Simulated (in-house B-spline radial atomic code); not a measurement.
Response and correlation along the 28-electron series, closed shell [Ar] 3d10; the second-order energy is extrapolated in partial waves. Computed with a B-spline radial code for spherical atoms: relativistic RPA and second-order many-body perturbation theory on Dirac-Hartree-Fock.

| ion | Z | dipole polarisability (bohr³) | quadrupole polarisability (bohr⁵) | ratio of RPA to uncoupled dipole | second order correlation energy (Eh) | C6 of two such ions (Eh bohr⁶) |
| --- | --- | --- | --- | --- | --- | --- |
| Cu+ | 29 | 5.3593 | 29.066 | 1.2148 | -1.656 | 17.231 |
| Zn2+ | 30 | 2.2956 | 6.5007 | 1.1174 | -1.6103 | 6.0017 |
| Ga3+ | 31 | 1.2401 | 2.3452 | 1.0723 | -1.5848 | 2.7242 |
| Ge4+ | 32 | 0.76284 | 1.0713 | 1.047 | -1.5694 | 1.4387 |
| As5+ | 33 | 0.50965 | 0.56449 | 1.0311 | -1.5599 | 0.83815 |
| Se6+ | 34 | 0.3604 | 0.32729 | 1.0203 | -1.5541 | 0.52307 |
| Br7+ | 35 | 0.26564 | 0.20323 | 1.0124 | -1.5507 | 0.34355 |
| Kr8+ | 36 | 0.20206 | 0.13286 | 1.0064 | -1.549 | 0.23475 |
| Rb9+ | 37 | 0.15757 | 0.090417 | 1.0018 | -1.5484 | 0.16555 |
| Sr10+ | 38 | 0.12536 | 0.063545 | 0.99808 | -1.5487 | 0.11983 |
| Zr12+ | 40 | 0.083187 | 0.033833 | 0.9926 | -1.5508 | 0.066785 |

Question: How fast does the dipole polarisability fall along the series?

Answer: From 5.359 to 0.08319 bohr³; a fit of its logarithm against log Z from Z = 29 to 40 has slope -12.43.
